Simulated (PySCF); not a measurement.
Vertical excitations of a molecule C2H9NOSi from TDA-M06-2X/def2-SVPD run with PySCF 2.14.0, as energy in eV (oscillator strength): 7.05 (0.049), 7.32 (0.017), 7.89 (0.000), 8.03 (0.019), 8.12 (0.043), 8.26 (0.002), 8.55 (0.009), 8.61 (0.036), 8.83 (0.146), 8.97 (0.015). Lowest triplet (TDA): 6.77 eV. The structure is a stationary point at PBE0-D3(BJ)/def2-SVP. Other conformers were not sampled.

Question: Pick the molecule that these values belong to.
A. COC[SiH2]N
B. CN(C)[SiH2]O
C. C[Si](C)(N)O
D. CC[Si@@H](N)O

Answer: D, CC[Si@@H](N)O
